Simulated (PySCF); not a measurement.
CH2NO, SMILES N=C=[OH+], charge +1. Atoms are numbered in the order given.

```xyz
5

N      0.0130     1.2035     0.0000
C      0.0103     0.0643     0.0000
O     -0.1112    -1.1656     0.0000
H      0.0256     2.2117     0.0000
H      0.7110    -1.6971     0.0000
```
Charge +1, spin multiplicity 1.

The structure is a stationary point at PBE0-D3(BJ)/def2-TZVP. The isomer is the one that the SMILES or the coordinates give; other isomers of the formula were not compared.

Computed with PySCF with PBE0/pcJ-1.

Isotropic couplings with Fermi-contact, spin-dipole and both spin-orbit terms, one fixed conformer, no vibrational averaging. Isotopes: 13C, 14N, 1H.

Computed spin–spin coupling constants:
```csv
pair,bonds apart,J (Hz)
N1–C2,1,77.4
N1–H4,1,119.1
C2–H4,2,71.9
C2–H5,2,1.2
N1–H5,3,2.0
H4–H5,4,-2.8
```
